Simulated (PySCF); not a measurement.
Excitations are Tamm–Dancoff values on a coarser integration grid. The basis has no diffuse functions, so Rydberg states are missing or too high.

Cartesian coordinates (Å):
```xyz
5

N      2.3693    -0.0275     0.2416
C      1.2157    -0.0130     0.1923
Al    -0.7210     0.0084     0.1122
H     -1.4714    -1.2285     0.7132
H     -1.3926     1.2607    -0.5473
```
Charge 0, multiplicity 1.

**Question.** Give the S1–T1 gap (TDA), T1 excitation (TDA) and HOMO at the level PBE-D3(BJ)/def2-TZVP // B3LYP-D3(BJ)/def2-TZVP (PySCF).

**Answer.** 
```
Quantity                Value
-------------------  --------
S1–T1 gap (TDA)       0.35 eV
T1 excitation (TDA)   4.34 eV
HOMO                 -7.95 eV
```
